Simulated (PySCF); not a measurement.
A mixed set of molecules. The calculation used PySCF, TDDFT PBE0/def2-SVPD, vertical, gas phase, core orbitals frozen in the response. Geometries: PBE0-D3(BJ)/def2-SVP; one conformer of each isolated species. Triplets are in the Tamm–Dancoff approximation. 'Strongest' means the level of largest summed f among the lowest 10 singlets; it needn't be the same kind of state in each. Relativistic effects are left out although some hold elements past zinc.

**Question.** Rank by computed LUMO energy, lowest first.
A. `FC1=NNC=N1`
B. `C1C[SiH2][Si@@H](C2CC2)C1`
C. `[Si](Cl)(Cl)(Br)Cl`
D. `CC(C)[O][V](=[O])([Cl])[Cl]`

**Answer.** D (-3.57 eV), C (-1.36 eV), A (-0.37 eV), B (0.18 eV).

```csv
SMILES,LUMO (eV),α (au),T1 (eV),f (strongest),HOMO (eV),S1 (eV),S1 mainly
CC(C)[O][V](=[O])([Cl])[Cl],-3.57,109.1,3.71,0.04,-9.08,3.96,H-1→L (75%)
Cl[Si](Cl)(Cl)Br,-1.36,84.5,5.98,0.06,-9.17,6.42,H-1/H→L (98%)
Fc1nc[nH]n1,-0.37,41.4,4.76,0.09,-8.01,6.54,H-1→L (99%)
C1C[SiH2][Si@@H](C2CC2)C1,0.18,122.5,5.49,0.10,-7.19,6.17,H→L (82%)
```

H and L stand for HOMO and LUMO. A slash joins orbitals within 0.01 eV of each other, whose weights are summed (≥ marks a lower bound).

- `CC(C)[O][V](=[O])([Cl])[Cl]`: for S1 the Löwdin share of vanadium is at most 4% in HOMO-1 and 68% in LUMO (ligand-to-metal charge transfer by this measure).
- `Cl[Si](Cl)(Cl)Br`: Löwdin shares by element: HOMO (one of a set within 0.03 eV) bromine 70%, chlorine 26% or more; LUMO chlorine 33% or more, bromine 29%, silicon 20% (atoms not listed hold the other 17%).
- `Fc1nc[nH]n1`: Löwdin shares by element: HOMO nitrogen 48% or more, carbon 34% (atoms not listed hold the other 17%); LUMO nitrogen 53%, carbon 31% or more (atoms not listed hold the other 16%).
- `C1C[SiH2][Si@@H](C2CC2)C1`: Löwdin shares by element: HOMO silicon 52%, carbon 22% or more (atoms not listed hold the other 26%); LUMO silicon 37%, carbon 8% or more, hydrogen 8% or more (atoms not listed hold the other 48%).
